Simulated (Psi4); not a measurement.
Pair of molecules, SMILES O with SMILES [SiH3]Cl (the first has 3 atoms); geometry from B3LYP-D3(BJ)/def2-TZVP, rigid monomers moved along the line of their centres of mass till O1···Si4 is 5.73 Å.
(charge 0, multiplicity 1):
```xyz
8

O      0.096    -0.381     0.076
H      0.785    -0.954    -0.277
H      0.566     0.326     0.534
Si    -0.356    -0.737     5.778
Cl     1.027     0.819     5.698
H     -0.619    -0.980     7.211
H      0.246    -1.933     5.165
H     -1.587    -0.314     5.092
```

Level of theory: SAPT0/jun-cc-pV(D+d)Z (Psi4).

Problem. Which attractive term is largest, and how does the interaction split up?

Solution. electrostatics -0.34, exchange 0.00, induction -0.01, dispersion -0.04, total -0.39 kcal/mol; the largest attraction is electrostatics.
